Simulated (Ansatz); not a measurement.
[TcNF4]2- (TcNF4²⁻), relaxed as a singlet with RKS r2SCAN-D4/def2-SVPD in Ansatz, starting from the GFN2-xTB (ALPB water) geometry. Force threshold 0.02 eV/Å.

In the def2 sets Tc takes a core potential; there is no spin–orbit coupling. A multiply charged anion in the gas phase is held together partly by the finite basis. The highest occupied level of the charge -2 singlet lies above zero (up to 5.93 eV). The electron is either unbound and held by the finite basis, or the level is raised by self-interaction error.

Start:

```xyz
6

Tc    0.059    0.009    0.065
N     1.189    0.172    1.327
F    -1.379    1.344    0.429
F    -1.267   -1.350    0.677
F     0.753   -1.437   -1.125
F     0.645    1.262   -1.373
```

Question: Estimate the energy that the relaxation releases and the steps that it takes.

Answer: 22.1 kJ/mol, in 4 steps; 9.5 s on 4 threads of Arm Neoverse V2 on a shared host. No frequencies were taken in this run, so the end may be a saddle point.

Question: Does the start keep its bonding and symmetry?

Answer: By distances, no bond broke or formed. The bond that changes most is Tc1–N2, from 1.70 to 1.62 Å (atoms count from 1). Point group C4v at the start, C4v at the end, both within 0.05 Å.

Question: Predict the relaxed structure.

Answer: 
```xyz
6

Tc    0.110    0.016    0.123
N     1.187    0.171    1.324
F    -1.388    1.341    0.413
F    -1.279   -1.350    0.662
F     0.740   -1.434   -1.137
F     0.630    1.257   -1.385
```
Bond lengths: 4 × F–Tc 2.02 Å; 1 × N–Tc 1.62 Å.
